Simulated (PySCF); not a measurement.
C2H8BNO, SMILES B(OCC)N.

The structure is a stationary point at B3LYP-D3(BJ)/def2-SVP. This is a generated structure with no PubChem entry under its InChIKey; it may be hypothetical. The values are those of a single conformer.

All values below come from PySCF with TDA-B3LYP/def2-SVPD.

Vertical excitations. The molecule is in vacuum.

Computed lowest excited states:
```
state  energy (eV)  λ (nm)      f                                            main pairs
-----  -----------  ------  -----  ----------------------------------------------------
S1            6.63     187  0.026                                        HOMO→LUMO 96 %
S2            7.30     170  0.036                                      HOMO→LUMO+1 89 %
S3            7.58     163  0.121                    HOMO→LUMO+2 77 %, HOMO−1→LUMO 14 %
S4            7.80     159  0.005                                      HOMO→LUMO+3 91 %
S5            7.91     157  0.015                                    HOMO−1→LUMO+2 87 %
S6            7.94     156  0.029                                      HOMO−1→LUMO 72 %
S7            8.18     151  0.087                                      HOMO→LUMO+4 78 %
S8            8.27     150  0.089                                    HOMO−1→LUMO+1 84 %
S9            8.43     147  0.032                    HOMO−2→LUMO 65 %, HOMO→LUMO+5 26 %
S10           8.56     145  0.013  HOMO→LUMO+5 53 %, HOMO−2→LUMO 30 %, HOMO→LUMO+6 10 %
T1            6.32     196      0                                      HOMO→LUMO+2 88 %
T2            6.41     193      0                                        HOMO→LUMO 87 %
T3            7.20     172      0                                      HOMO→LUMO+1 85 %
T4            7.49     166      0                                    HOMO−1→LUMO+2 86 %
```
Triplets are in the Tamm–Dancoff approximation.
